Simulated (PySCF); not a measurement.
`InChI=1S/C5H4N2S/c8-4-5-6-2-1-3-7-5/h1-4H`

Geometry (Å), atoms numbered from 1 in this order:
```xyz
12

S     3.5008    0.6894    0.1269
C     2.3368   -0.4189   -0.0196
C     0.8808   -0.1666   -0.0278
N     0.1229   -1.2618   -0.1650
C    -1.1929   -1.0837   -0.1786
C    -1.7683    0.1782   -0.0562
C    -0.8835    1.2491    0.0822
N     0.4301    1.0841    0.0967
H     2.5648   -1.4900   -0.1289
H    -1.8129   -1.9807   -0.2913
H    -2.8499    0.3224   -0.0676
H    -1.2541    2.2761    0.1846
```

Level of theory: PySCF, quadratic response CAM-B3LYP/aug-cc-pVDZ first hyperpolarisability, Taylor convention, gas phase. Geometry: PBE0-D3(BJ)/def2-SVP.

Give the tensor of the second harmonic β(−2ω;ω,ω) at 1907 nm in the axes of these coordinates.

In au, Taylor convention; rows are the first index (the induced dipole):
```csv
,xx,yy,zz,xy,xz,yz
x,-586.4,-9.0,-3.2,-1.4,-14.3,-0.6
y,-1.9,-8.0,-2.8,-8.4,-0.7,-0.5
z,-14.4,-0.6,-0.8,-0.7,-1.9,-2.1
```
Norm of βᵢ = ⅓ Σⱼ (βᵢⱼⱼ + βⱼᵢⱼ + βⱼⱼᵢ): 597.6 au, hyper-Rayleigh value 245.2 au.
